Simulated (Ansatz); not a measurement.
Calculated with Ansatz (gas phase, PBE0-D4/def2-TZVP geometries, no zero-point term in ΔE). CBS: MP2 limit from def2 TZ/QZ plus the TZ coupled-cluster correction, frozen cores. This one scheme is used for every species. Functionals use def2-TZVPP. B3LYP here is the variant with VWN-RPA as its local correlation; programs differ in this. HSE06 is defined as in plane-wave codes. For Ga, Se outer-core shells are correlated without core-valence functions, which leaves a few kJ/mol of doubt a bond. Scalar relativity is left out up to krypton. One conformer a species, not always the lowest.

Consider the hydrogenolysis of a Ga–C bond: `[CH3][Ga]([F])[SeH]` + H₂ → `[F][GaH][SeH]` + CH₄.

| level | ΔE (kJ/mol) | difference from CCSD(T)/CBS |
| --- | --- | --- |
| LDA (SPW92) | -24.8 | -4.2 |
| PBE-D4 | -23.6 | -3.0 |
| revPBE-D4 | -21.5 | -0.9 |
| BLYP-D4 | -24.9 | -4.3 |
| r2SCAN-D4 | -25.1 | -4.5 |
| B97M-V | -40.4 | -19.8 |
| PBE0-D4 | -26.9 | -6.3 |
| B3LYP-D4 | -28.2 | -7.6 |
| r2SCANh-D4 | -26.0 | -5.4 |
| r2SCAN0-D4 | -27.4 | -6.8 |
| HSE06-D4 | -26.9 | -6.3 |
| BHLYP-D4 | -32.6 | -12.0 |
| CAM-B3LYP-D4 | -31.2 | -10.6 |
| B2PLYP | -29.5 | -8.9 |
| PBE-QIDH | -26.6 | -6.0 |
| PBE | -27.8 | -7.2 |
| revPBE | -29.7 | -9.1 |
| BLYP | -33.4 | -12.8 |
| r2SCAN | -26.3 | -5.7 |
| PBE0 | -30.7 | -10.1 |
| B3LYP | -35.0 | -14.4 |
| r2SCANh | -27.3 | -6.7 |
| r2SCAN0 | -28.9 | -8.3 |
| HSE06 | -30.6 | -10.0 |
| CAM-B3LYP | -35.3 | -14.7 |
| LC-ωPBE | -30.6 | -10.0 |
| HF/def2-SVP | -53.0 | -32.4 |
| MP2/def2-SVP | -27.4 | -6.8 |
| CCSD/def2-SVP | -37.1 | -16.5 |
| CCSD(T)/def2-SVP | -34.1 | -13.5 |
| MP2/def2-TZVPP | -17.8 | 2.8 |
| SCS-MP2/def2-TZVPP | -24.5 | -3.9 |
| CCSD/def2-TZVPP | -28.5 | -7.9 |
| CCSD(T)/def2-TZVPP | -24.2 | -3.6 |
| HF/def2-QZVPP | -50.1 | -29.5 |
| MP2/def2-QZVPP | -16.1 | 4.5 |
| SCS-MP2/def2-QZVPP | -23.1 | -2.5 |
| HF/CBS(def2) | -50.2 | -29.6 |
| MP2/CBS(def2) | -14.3 | 6.3 |
| CCSD/CBS(def2) | -24.9 | -4.3 |
| CCSD(T)/CBS | -20.6 | 0 |

Largest T1 diagnostic among the species: 0.012.

The D4 term adds +6.9 kJ/mol with B3LYP and +3.8 kJ/mol with PBE0; it sums over pairs of atoms, weighted by their polarisabilities, and B3LYP, whose exchange is more repulsive, gets the larger term. At CCSD(T), def2-SVP lies −13.5 kJ/mol from the extrapolated value and def2-TZVPP −3.6 kJ/mol. Leaving LDA and LC-ωPBE aside and taking each functional with its dispersion term where it has one, the values spread over 18.9 kJ/mol, from B97M-V to revPBE-D4. LDA lies +3.0 kJ/mol from PBE without D4.
